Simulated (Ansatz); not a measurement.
Born–Oppenheimer molecular dynamics of ClGaH2 (4 atoms, charge 0, multiplicity 1). It starts at the highest image of a converged band, a first-order saddle point between two minima.

Level of theory: RKS PBE-D4/def2-SVP (Ansatz).

- ensemble: NVE (velocity Verlet)
- time step: 0.5 fs
- steps asked: 200
- starting velocities drawn for: 300 K
- seed: 9560

First frame:

```xyz
4
Properties=species:S:1:pos:R:3
Ga 0.250 0.000 -0.564
Cl 1.304 0.000 1.810
H 1.745 0.000 0.205
H -1.341 0.000 -0.320
```

Problem. What does the run give?

Solution. The run went to its last step.

- steps done: 200
- time covered: 100 fs
- mean temperature over the second half: 891 K
- spread of the potential energy over the second half: 5.2 meV per atom
- mean potential energy of the second half above the start: -38.2 meV per atom

The conserved energy stayed within 0.17 meV per atom of its start (net change -0.14 meV per atom), so the integration is sound. The kinetic energy rose, since the run started high on the potential surface and went downhill. It ends in pieces (ClH + GaH), so much of that is their flight and rotation, not heat. A run of 0.1 ps of so small a system gives no equilibrium averages. The orbitals stay closed-shell, which can raise the energy where a bond breaks towards radicals; this wasn't checked here.

Problem. What happens to the structure?

Solution. Between its relaxed ends the band would form Cl2–H3 and break Ga1–Cl2, Ga1–H3. These pairs go: Cl2–H3 1.66 → 1.27 Å, Ga1–Cl2 2.60 → 3.40 Å, Ga1–H3 1.68 → 3.41 Å. In the last frame they stand as after the step (other bonds may differ from the relaxed reactants and products). It ends as ClH + GaH. Pairs count as bonded within 1.25 times the sum of covalent radii (0.12 Å more for H–H). The details hang on the random start.

Problem. How do temperature and energy run in time?

Solution. 
```csv
time (fs),T (K),potential energy less start (eV),conserved less start (meV/atom)
0.0,300,0.000,0.00
5.0,285,0.004,0.01
10.0,280,0.005,-0.02
15.0,245,0.014,-0.01
20.0,193,0.028,0.02
25.0,358,-0.015,-0.07
30.0,323,-0.006,-0.02
35.0,327,-0.007,0.04
40.0,586,-0.074,-0.10
45.0,754,-0.118,-0.12
50.0,755,-0.118,0.01
55.0,775,-0.122,0.09
60.0,851,-0.142,0.04
65.0,995,-0.180,-0.12
70.0,1027,-0.189,-0.13
75.0,975,-0.175,-0.08
80.0,903,-0.156,-0.05
85.0,791,-0.127,0.07
90.0,769,-0.121,0.10
95.0,796,-0.128,0.03
100.0,887,-0.152,-0.14
```

Time of the run: 98 s on 1 thread of AMD EPYC 9R45 96-Core Processor (Zen 5) (shared host), peak memory 0.12 GiB.
